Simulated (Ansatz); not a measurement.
SnH₄O, closed shell: at the start structure of a reaction step.

The input file, in.yaml:

```yaml
crystal:
  periodic: [false, false, false]
  atoms:
    - {symbol: Sn, position_ang: [0.061152, 1.216769, -0.493093]}
    - {symbol: O, position_ang: [1.726997, 0.171976, -0.236286]}
    - {symbol: H, position_ang: [-1.257445, -0.060198, 1.638056]}
    - {symbol: H, position_ang: [-1.433598, -0.524382, 1.073075]}
    - {symbol: H, position_ang: [-0.794235, -0.088884, -1.379880]}
    - {symbol: H, position_ang: [1.697129, -0.715282, -0.601774]}
basis:
  gaussian: {orbitals: "def2-QZVPP.json"}
correlation: {method: mp2}
```

The basis file named in the input lies beside it (Basis Set Exchange, JSON).

Launched with

```bash
ansatz run in.yaml --threads 2 --pin off --events-out ev --progress --plain --max-ram 4352MiB
```

The run's output (Ansatz 0.2.0):

```
Functional definition: HF
  name "HF"
  cite "Fock, Z. Phys. 61, 126 (1930) doi:10.1007/BF01340294"
  parent pbe
  exchange = exact_x
  correlation = 0
1579 factors; integrals over basis functions are off by at most 1.0e-3 eV
mean field evaluation 1: about -7902.8496 eV, gradient 4.2e1 eV
mean field evaluation 2: about -7902.8998 eV, gradient 4.2e1 eV
mean field evaluation 4: about -7906.3621 eV, gradient 2.6e0 eV
mean field evaluation 8: about -7906.4054 eV, gradient 2.7e-1 eV
mean field -7906.40598506 eV, -290.5550607964 hartree, gradient 4.8e-6 eV, S^2 0.000000; 0 other end points of the search recorded, 0 dependent functions left out
5 core orbitals not correlated: weight in the atoms' cores, before any rotation towards them, 1.000 or more for the frozen orbitals, at most 0.000 for the correlated occupied ones
reference -7906.40598506 eV, -290.5550607964 hartree; 12, 12 occupied and 242, 242 virtual orbitals, 1579 factors
second order -22.52765135 eV of doubles, -0.00000000 eV of singles
Total energy: -7928.93363640 eV, -291.3829367136 hartree
```

The lines “mean field evaluation” count trial sets of orbitals through the whole run, from several starts and some on an approximate energy, so they need not fall steadily or lie above the final value.

Time: 4.4 s of wall clock on 2 CPU threads of an Intel Xeon 6975P-C; the host was shared. Peak host memory: 0.66 GiB.
